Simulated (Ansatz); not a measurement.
H6OSi2, triplet, at the geometry of the source list (a higher spin typed on purpose: for a closed-shell molecule this is an excited state). Base run: Ansatz (a quantum-chemistry and plane-wave program) with CCSD(T)/cc-pVDZ.

Input for Ansatz:
Ansatz 0.2 input:
```yaml
crystal:
  periodic: [false, false, false]
  atoms:
    - {symbol: Si, position_ang: [1.56710000, -0.31660000, 0.07430000]}
    - {symbol: O, position_ang: [-0.00770000, -0.10290000, -0.24190000]}
    - {symbol: Si, position_ang: [-1.56770000, 0.30900000, -0.09190000]}
    - {symbol: H, position_ang: [2.10250000, -0.95440000, -1.12550000]}
    - {symbol: H, position_ang: [2.15320000, 0.99990000, 0.31510000]}
    - {symbol: H, position_ang: [1.67000000, -1.17200000, 1.25410000]}
    - {symbol: H, position_ang: [-2.10960000, -0.41780000, 1.05370000]}
    - {symbol: H, position_ang: [-2.18150000, -0.09940000, -1.35260000]}
    - {symbol: H, position_ang: [-1.62640000, 1.75420000, 0.11470000]}
basis:
  gaussian:
    orbitals: cc-pVDZ
magnetization: {spin_polarized: true, initial_magnetization: 2}
correlation: {method: ccsd_t}
```

The base run was repeated with changes; each row names its change, and settings that it needs were set with it.

| change | ΔE vs base (kcal/mol) | MP2 correlation (Eh) | CC correlation without the perturbative part (Eh) | basis functions | core-seconds (rough) |
|---|---|---|---|---|---|
| base | 0.000 | -0.36792 | -0.43549 | 80 | 100 |
| diis_vectors = 2 | 0.000 | -0.36792 | -0.43549 | 80 | 100 |
| method = bccd_t | -0.536 | -0.36792 | -0.43415 | 80 | 100 |
| method = ccsd | 9.19 | -0.36792 | -0.43549 | 80 | 100 |
| fitting = cc-pVTZ-JKFIT (mean field), cc-pVTZ-RIFIT (correlation) | 0.058 | -0.36788 | -0.43546 | 80 | 100 |
| diis_vectors = 4 | 0.000 | -0.36792 | -0.43549 | 80 | 100 |
| method = bccd | 10.03 | -0.36792 | -0.43415 | 80 | 100 |
